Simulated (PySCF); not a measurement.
Calculation: PBE0-D3(BJ)/def2-TZVP in PySCF. Gas-phase values, no solvent. One relaxed conformer stands for a flexible species; it need not be the lowest. Excitations are Tamm–Dancoff values on a coarser integration grid. The basis has no diffuse functions, so Rydberg states are missing or too high.

Reference species (SMILES): `CC(C)[SiH]=C` (C–Si–C–C torsion 125°) (neutral, multiplicity 1).

```json
{
  "HOMO": "-6.21 eV",
  "HOMO–LUMO gap": "5.53 eV",
  "S1–T1 gap (TDA)": "2.81 eV"
}
```

Changed species: `[C-]#[N+][SiH]=C` (X = isocyano; the reference has X = isopropyl).

Question: Predict the effect on the HOMO, HOMO–LUMO gap and S1–T1 gap (TDA).

Answer: the HOMO falls by 0.85 eV, to -7.06 eV; the HOMO–LUMO gap drops by 0.34 eV, to 5.19 eV; the S1–T1 gap (TDA) decreases by 0.16 eV, to 2.65 eV.
